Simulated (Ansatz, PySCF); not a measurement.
Ways to break one bond of N[Si](N)(F)F:

A. N[Si](N)(F)F -> N[Si](F)F + [NH2] (NH2)
B. N[Si](N)(F)F → N[Si](N)F + F atom

Quantity: bond dissociation energy (enthalpy at 298 K, with B3LYP-D3(BJ) rigid-rotor harmonic-oscillator terms), kcal/mol. Each molecule is optimised on its own at B3LYP-D3(BJ)/def2-TZVP (Ansatz, a program for electronic structure), one conformer each, not searched for the lowest. Frequencies are from Ansatz or PySCF. Valence correlation only, unless marked. Open shells are spin-unrestricted. Spin-orbit coupling is left out. Non-relativistic. CBS(X,Y): correlation extrapolated as X^-3; Hartree-Fock from the larger set. [CCSD(T)-MP2]/basis is that difference in the basis named.

Task: Rank them by bond dissociation energy at RI-MP2/CBS(aug-cc-pV(T+d)Z,aug-cc-pV(Q+d)Z)+[CCSD(T)-MP2]/aug-cc-pV(T+d)Z (Ansatz), lowest first.

Result: A (120.0 kcal/mol), B (167.8 kcal/mol)
